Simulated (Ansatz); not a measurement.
CH4Mg (SMILES [CH3][MgH]) moved off its minimum; all values from Ansatz (an electronic-structure program), cores frozen in correlated methods.
(charge 0, multiplicity 1)
```xyz
6

Mg    -0.6487    -0.3922    -0.0994
H     -2.2089    -1.1590    -0.3228
C      0.9668     0.5790     0.1379
H      1.6011     0.3380     1.0951
H      0.9635     1.6796     0.3133
H      1.7938     0.4202    -0.6152
```

Give the forces (eV/Å), the total energy and the dipole at CCSD(T)/def2-TZVPPD.


| atom | Fx | Fy | Fz |
|---|---|---|---|
| Mg1 | -2.678 | -1.430 | -0.350 |
| H2 | 0.305 | 0.090 | 0.038 |
| C3 | 4.789 | 1.643 | 1.785 |
| H4 | -1.207 | -0.166 | -1.194 |
| H5 | -0.367 | -0.343 | -0.543 |
| H6 | -0.843 | 0.206 | 0.265 |
Energy -240.0395 hartree, dipole 0.95 D.
